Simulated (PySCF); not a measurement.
H5NO3Ti, multiplicity 1. Atoms are numbered in the order given.

```xyz
10

Ti     0.0320     0.0225    -0.0067
O      1.4068    -0.4674    -1.0661
H      2.2612    -0.8290    -0.8012
O      0.5304     0.4038     1.6780
H      0.5250     1.2542     2.1334
O     -0.7627     1.4681    -0.7388
H     -1.6820     1.5600    -1.0145
N     -1.1754    -1.4158     0.0805
H     -1.2574    -2.1455    -0.6250
H     -1.7200    -1.6596     0.9058
```
Charge 0, spin multiplicity 1.

Geometry optimised at B3LYP-D3(BJ)/def2-SVP. The multiplicity is an assumed one; no other spin state was optimised. The structure was generated by enumeration; whether it is a known compound was not checked. One conformer was computed; it need not be the lowest.

These are CAM-B3LYP/def2-TZVP run with PySCF values and carry that method's errors.

ESP charges are fitted to the potential on shells at 1.4 to 2.0 van der Waals radii. Atomic charges (e):

```json
[
 {"atom": "Ti1", "Löwdin": "0.35", "IAO": "1.54", "ESP fit": "1.49"},
 {"atom": "O2", "Löwdin": "-0.27", "IAO": "-0.77", "ESP fit": "-0.76"},
 {"atom": "H3", "Löwdin": "0.17", "IAO": "0.37", "ESP fit": "0.41"},
 {"atom": "O4", "Löwdin": "-0.27", "IAO": "-0.77", "ESP fit": "-0.82"},
 {"atom": "H5", "Löwdin": "0.17", "IAO": "0.37", "ESP fit": "0.45"},
 {"atom": "O6", "Löwdin": "-0.28", "IAO": "-0.77", "ESP fit": "-0.84"},
 {"atom": "H7", "Löwdin": "0.17", "IAO": "0.37", "ESP fit": "0.45"},
 {"atom": "N8", "Löwdin": "-0.36", "IAO": "-0.86", "ESP fit": "-1.24"},
 {"atom": "H9", "Löwdin": "0.15", "IAO": "0.26", "ESP fit": "0.43"},
 {"atom": "H10", "Löwdin": "0.15", "IAO": "0.26", "ESP fit": "0.43"}
]
```
